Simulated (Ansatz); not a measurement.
`C/C=[C](/F)[ZnH]` and `C/C=C(\F)C=S` differ in one atom or group (the configuration at the double bond changes too).

Ansatz, PBE0-D4/def2-TZVP geometries, multiplicity 1. Each molecule was computed in one conformer, which needn't be the lowest.

Scalar relativity is left out up to krypton.

| property | `C/C=[C](/F)[ZnH]` |
| --- | --- |
| HOMO–LUMO gap (ωB97M-V/def2-TZVPP) / eV | 9.81 |
| HOMO energy (ωB97M-V/def2-TZVPP) / eV | -9.23 |
| HOMO energy (PBE0/def2-TZVPP) / eV | -7.02 |
| LUMO energy (PBE0/def2-TZVPP) / eV | -0.92 |
| size of the dipole moment (B3LYP/def2-TZVPP) / D | 1.63 |
| HOMO energy (PBE/def2-TZVPP) / eV | -5.86 |

**Question.** Give the same properties after the change, and the shifts. (Estimate.)

**Answer.** Computed: 
```
                                        property  `C/C=C(\F)C=S`  shift
         HOMO–LUMO gap (ωB97M-V/def2-TZVPP) / eV            8.11  -1.70
           HOMO energy (ωB97M-V/def2-TZVPP) / eV           -8.93   0.30
              HOMO energy (PBE0/def2-TZVPP) / eV           -6.67   0.35
              LUMO energy (PBE0/def2-TZVPP) / eV           -2.87  -1.95
size of the dipole moment (B3LYP/def2-TZVPP) / D            2.23   0.60
               HOMO energy (PBE/def2-TZVPP) / eV           -5.39   0.47
```

With PBE0 the HOMO rises by 0.35 eV and the LUMO falls by 1.95 eV, so the gap narrows by about 2.30 eV. PBE moves the HOMO by 0.47 eV and ωB97M-V by 0.30 eV. Dipoles are sizes alone; their direction can turn.

B3LYP here is the variant with VWN-RPA as its local correlation; programs differ in this.
